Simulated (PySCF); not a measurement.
# Carbon: a sound run and one with changed settings

Sound run: C⁺ [He] 2s2 2p1, C²⁺ [He] 2s2. Calculation: PySCF 2.14, in jorge-DZP-DKH; scalar relativity by spin-free X2C-1e. In the sound run the correlated levels freeze 1s2. The sound run starts from symmetry-adapted Hartree-Fock orbitals and uses a fine grid where one is needed.

Changed run: all electrons correlated in a basis built for the valence shell.

```json
{"species": "C⁺", "method": "MP2", "sound run (hartree)": "-37.34864", "changed run (hartree)": "-37.36192", "converged": "yes"}
{"species": "C⁺", "method": "CCSD(T)", "sound run (hartree)": "-37.37473", "changed run (hartree)": "-37.38885", "converged": "yes"}
{"species": "C²⁺", "method": "MP2", "sound run (hartree)": "-36.45870", "changed run (hartree)": "-36.47187", "converged": "yes"}
{"species": "C²⁺", "method": "CCSD(T)", "sound run (hartree)": "-36.49081", "changed run (hartree)": "-36.50468", "converged": "yes"}
```

Ionisation energy of C⁺:

| method | sound run (eV) | changed run (eV) |
| --- | --- | --- |
| UHF | 24.157 | 24.157 |
| MP2 | 24.217 | 24.219 |
| SCS-MP2 | 24.172 | 24.173 |
| CCSD | 24.036 | 24.044 |
| CCSD(T) | 24.053 | 24.060 |

A valence basis has no tight correlating functions, so it recovers only part of the core correlation, and not evenly between atom and ion.

For comparison, NIST gives 24.383 eV between the lowest levels.
